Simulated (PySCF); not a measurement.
Two species compared at the same levels of theory.

First species: C9H10N2.
Atom-mapped SMILES: `[N:1]#[C:2]/[CH:3]=[C:4]1/[CH2:5][CH2:6][CH2:7][CH2:8][C@@H:9]1[C:10]#[N:11]` (hydrogens: H12 on C3; H13, H14 on C5; H15, H16 on C6; H17, H18 on C7; H19, H20 on C8; H21 on C9)

Geometry (GFN2-xTB, Å), atoms numbered from 1 in this order:
```
atom  x, y, z in Å
N1     3.792    0.361   -1.622
C2     2.844    0.831   -1.177
C3     1.676    1.407   -0.646
C4     0.721    0.698   -0.035
C5    -0.528    1.308    0.510
C6    -1.758    0.622   -0.099
C7    -1.702   -0.882    0.144
C8    -0.434   -1.476   -0.461
C9     0.817   -0.798    0.131
C10    0.922   -1.105    1.541
N11    0.992   -1.337    2.658
H12    1.592    2.480   -0.765
H13   -0.553    2.380    0.309
H14   -0.547    1.160    1.595
H15   -2.662    1.040    0.346
H16   -1.788    0.820   -1.173
H17   -2.576   -1.363   -0.300
H18   -1.718   -1.080    1.219
H19   -0.429   -1.322   -1.543
H20   -0.389   -2.550   -0.271
H21    1.720   -1.180   -0.361
```

Second species: C5H8O.
SMILES: `C/C=C/C(C)=O`

Levels: PBE0/pcSseg-1 for HOMO energy, LUMO energy and HOMO–LUMO gap. Geometries: GFN2-xTB. All species are isolated and taken at one optimised geometry, non-relativistic unless stated. Electronic properties by PySCF.

The conformers computed, where there is a choice (atom-mapped SMILES and torsion angles):
- `[CH3:1]/[CH:2]=[CH:3]/[C:4]([CH3:5])=[O:6]`: C2–C3–C4–C5 -179°

The conformers of `N#C/C=C1/CCCC[C@@H]1C#N` aren't listed.

```csv
property,column X,column Y
HOMO energy,-8.14 eV,-7.13 eV
LUMO energy,-1.76 eV,-1.35 eV
HOMO–LUMO gap,6.38 eV,5.78 eV
```

Which column belongs to which species?

Column X is the first species and column Y the second. The first has 21 atoms and 78 electrons, the second 14 and 46.

How does each property change from the first species to the second?

HOMO energy +1.01 eV; LUMO energy +0.41 eV; HOMO–LUMO gap -0.60 eV.

